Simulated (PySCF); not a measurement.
ClH6NOSi2, SMILES N[SiH2]O[SiH2]Cl. Atoms are numbered in the order given.

```xyz
11

Si     1.0482    -0.6456     0.8430
Cl     1.5323    -0.6438    -1.1915
O     -0.1151     0.4786     1.1266
Si    -1.4356     1.1100     0.2884
N     -2.1137     0.0209    -0.8560
H      2.2713    -0.2980     1.6016
H      0.5730    -2.0130     1.1702
H     -0.9569     2.3197    -0.4245
H     -2.4658     1.4172     1.3099
H     -1.5988    -0.2274    -1.6958
H     -2.7317    -0.7303    -0.5662
```

The structure is a stationary point at B3LYP-D3(BJ)/def2-SVP. This is a generated structure with no PubChem entry under its InChIKey; it may be hypothetical. Other conformers were not sampled.

Two levels are set side by side: PBE/pcSseg-1 (PySCF) and HF/pcSseg-1 (PySCF). GIAO shifts against H2O (¹⁷O), HCl (³⁵Cl), NH3 (¹⁵N), TMS (²⁹Si), TMS (¹H) at the same level; non-relativistic, no solvent, atoms listed together averaged. Without spin–orbit terms, shifts of atoms bonded to Cl or Br come out too high at both levels. Differences are taken from unrounded values.

```tsv
quantity	HF
δ(²⁹Si) of Si1 (ppm)	-26.6
δ(³⁵Cl) of Cl2 (ppm)	3.6
δ(¹⁷O) of O3 (ppm)	65.8
δ(²⁹Si) of Si4 (ppm)	-37.3
δ(¹⁵N) of N5 (ppm)	28.0
δ(¹H) of H6, H7 (ppm)	5.10
δ(¹H) of H10, H11 (ppm)	1.72
```

### Question
What does PBE give, and how far is it from HF? (Estimate from the structure and the level; the computed values follow.)

### Answer

```tsv
quantity	PBE	PBE minus HF
δ(²⁹Si) of Si1 (ppm)	-16.6	10.0
δ(³⁵Cl) of Cl2 (ppm)	75.8	72.2
δ(¹⁷O) of O3 (ppm)	117.6	51.8
δ(²⁹Si) of Si4 (ppm)	-33.8	3.4
δ(¹⁵N) of N5 (ppm)	49.6	21.6
δ(¹H) of H6, H7 (ppm)	6.03	0.93
δ(¹H) of H10, H11 (ppm)	1.74	0.02
```

Rough cost on one machine, each run with all the roots and properties that it gave: HF against PBE within a factor of 2.
